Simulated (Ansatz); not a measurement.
Te₄Pt. Total charge 0; singlet. Geometry B3LYP-D4/def2-SVP, basis def2-TZVP, Ansatz.

Cartesian coordinates in Å:
```
Pt -0.639 0.284 0.377
Te 0.507 -0.314 -2.052
Te 1.897 -0.753 0.634
Te 0.271 0.025 2.752
Te -2.036 0.759 -1.710
```

| run | HOMO (eV) | LUMO (eV) |
| --- | --- | --- |
| A | -5.36 | -4.99 |
| B | -7.76 | -3.61 |
| C | -5.15 | -4.82 |
| D | -5.96 | -4.64 |

In the def2 sets Pt, Te take a core potential; there is no spin–orbit coupling. LC-ωPBE has ω = 0.4 bohr⁻¹. No other spin state of charge 0 was run. The structure comes from a short search, and lower isomers may exist.

Task: The runs used LC-ωPBE, PBE, PBE0, r2SCAN. Estimate which is which.

Result: A r2SCAN (0 % exact exchange); B LC-ωPBE (range-separated); C PBE (0 % exact exchange); D PBE0 (25 % exact exchange). Exact exchange lowers occupied and raises empty levels; among semilocal functionals meta-GGAs tend to open the gap a little, and such runs are hard to tell apart. The gap grows from 0.33 eV (PBE) to 4.15 eV (LC-ωPBE). The restricted singlet is unstable towards broken spin symmetry in Hartree–Fock (as tested in another run); at r2SCAN-D4/def2-TZVP, LC-ωPBE/def2-TZVP, PBE-D4/def2-TZVP, PBE0-D4/def2-TZVP this wasn't settled.
